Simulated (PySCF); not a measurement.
A PySCF script (with the pyscf-properties extension) for the NMR shieldings of SMILES CCCOC(F)(F)[SiH2]F, C4H9F3OSi, on a GFN2-xTB geometry:

```python
import basis_set_exchange as bse
import numpy as np
from pyscf import gto, dft
from pyscf.prop import nmr

atoms = """
C     3.052147    0.092991    0.470198
C     1.675090    0.657894    0.148382
C     0.602929   -0.414305    0.258825
O    -0.664389    0.182113   -0.070216
C    -1.729902   -0.626741   -0.074834
F    -1.872024   -1.297070    1.120429
F    -1.565290   -1.667210   -0.973385
Si   -3.286137    0.439312   -0.500660
F    -3.352610    1.543924    0.655992
H     3.076276   -0.303213    1.482656
H     3.305636   -0.709502   -0.218700
H     3.806720    0.870751    0.386777
H     1.662056    1.061998   -0.864723
H     1.430183    1.468901    0.835144
H     0.801929   -1.237612   -0.436713
H     0.555478   -0.814052    1.277976
H    -3.028294    1.134894   -1.745164
H    -4.478558   -0.376755   -0.374718
"""
names = dict.fromkeys(["C", "O", "F", "Si", "H"], "pcSseg-1")
basis = {el: gto.basis.parse(bse.get_basis(n, elements=[el], fmt="nwchem")) for el, n in names.items()}
mol = gto.M(atom=atoms, basis=basis, charge=0, verbose=0)
mf = dft.RKS(mol, xc="PBE0")
mf.grids.level = 2
mf.grids.alignment = dft.numint.BLKSIZE   # the property module wants whole blocks of grid points
mf.conv_tol = 1e-9
mf.kernel()

calc = nmr.RKS(mf)   # GIAO
C = mf.mo_coeff
Co = C[:, mf.mo_occ > 0]
resp = mf.gen_response(singlet=True, hermi=2)
def vind(x):   # induced exchange potential for any number of trial vectors
    d = np.einsum("pi,xij,qj->xpq", C, 2 * x.reshape(-1, C.shape[1], Co.shape[1]), Co, optimize=True)
    return np.einsum("xpq,pi,qj->xij", resp(d - d.transpose(0, 2, 1)), C, Co, optimize=True).ravel()
mo1, _ = nmr.rhf.solve_mo1(calc, with_cphf=vind)
sigma = calc.kernel(mo1)
for i, s in enumerate(sigma):   # ppm
    w = np.linalg.eigvalsh((s + s.T) / 2)
    print("%2d %-2s iso %8.1f  s11 %8.1f  s22 %8.1f  s33 %8.1f" % (i, mol.atom_pure_symbol(i), w.mean(), *w))
```

**Question.** What does it print?

**Answer.** 
```
 0 C  iso    175.6  s11    168.6  s22    169.7  s33    188.6
 1 C  iso    160.9  s11    146.4  s22    164.7  s33    171.5
 2 C  iso    120.8  s11     89.4  s22    110.3  s33    162.7
 3 O  iso    211.1  s11    159.9  s22    206.9  s33    266.5
 4 C  iso     53.6  s11     38.3  s22     57.9  s33     64.5
 5 F  iso    268.1  s11    145.3  s22    307.7  s33    351.3
 6 F  iso    271.5  s11    141.3  s22    317.4  s33    355.6
 7 Si iso    362.4  s11    315.1  s22    367.5  s33    404.5
 8 F  iso    400.1  s11    369.2  s22    392.2  s33    438.9
 9 H  iso     30.8  s11     26.3  s22     29.0  s33     37.1
10 H  iso     30.9  s11     26.4  s22     29.1  s33     37.1
11 H  iso     30.4  s11     25.7  s22     27.6  s33     37.8
12 H  iso     30.0  s11     25.1  s22     29.9  s33     34.9
13 H  iso     29.9  s11     25.0  s22     29.8  s33     34.8
14 H  iso     27.6  s11     21.9  s22     29.3  s33     31.5
15 H  iso     27.6  s11     21.9  s22     29.4  s33     31.5
16 H  iso     26.8  s11     23.9  s22     25.3  s33     31.4
17 H  iso     26.8  s11     23.5  s22     25.1  s33     31.7
```

These numbers come from an equivalent density-fitted implementation of the same equations, which agrees with the script to about 0.01 ppm for H and up to a few tenths of a ppm for heavy atoms, so last digits may differ.

**Question.** Turn these shieldings into chemical shifts. Scale: 13C (186.93 ppm), 29Si (349.16 ppm), 1H (31.72 ppm) vs TMS; H2O for 17O (336.08 ppm); 19F (170.95 ppm) against CFCl3 (reference shieldings calculated alike).

**Answer.** Averaging equivalent atoms: C 4: 133.4; C 2: 66.1; C 1: 26.1; C 0: 11.3; O 3: 125.0; F 5/6: -98.8; F 8: -229.1; Si 7: -13.2; H 16/17: 4.91; H 14/15: 4.15; H 12/13: 1.81; H 9/10/11: 1.03 ppm. Unscaled 19F shifts against computed CFCl3 carry errors that often reach 10 to 50 ppm. Experimental scales use liquid or dissolved standards, which lie at an offset from isolated H2O (liquid H2O: subtract about 36 ppm).

Size and cost of the density-fitted run: 205 basis functions, 42 s wall time on 1 thread of an Arm Neoverse V1, shared host; peak memory 0.91 GiB.
